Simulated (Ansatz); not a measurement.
`[BH2][SbH][CH3]` + `NCBO` → `BBO` + `[CH3][SbH][CH2]N`  (redistribution)

Calculated with Ansatz (gas phase, PBE0-D4/def2-TZVP geometries, no zero-point term in ΔE). CBS: MP2 limit from def2 TZ/QZ plus the TZ coupled-cluster correction, frozen cores. This one scheme is used for every species. DFT in def2-TZVPP. def2 core potentials past Kr. For Sb outer-core shells are correlated without core-valence functions, which leaves a few kJ/mol of doubt a bond. One conformer a species, not always the lowest.

```
             level  ΔE (eV)
           PBE0-D4     0.78
               PBE     0.75
SCS-MP2/def2-TZVPP     0.75
    MP2/def2-QZVPP     0.78
```

Question: What does CCSD(T)/CBS give? (Estimate.)

Answer: Computed: +0.76 eV. The listed levels differ from it by 0.02, -0.01, -0.01, 0.02 eV.

Largest T1 diagnostic among the species: 0.015.

From PBE to PBE0 (25 % exact exchange), in def2-TZVPP and without D4, ΔE moves by +0.05 eV.
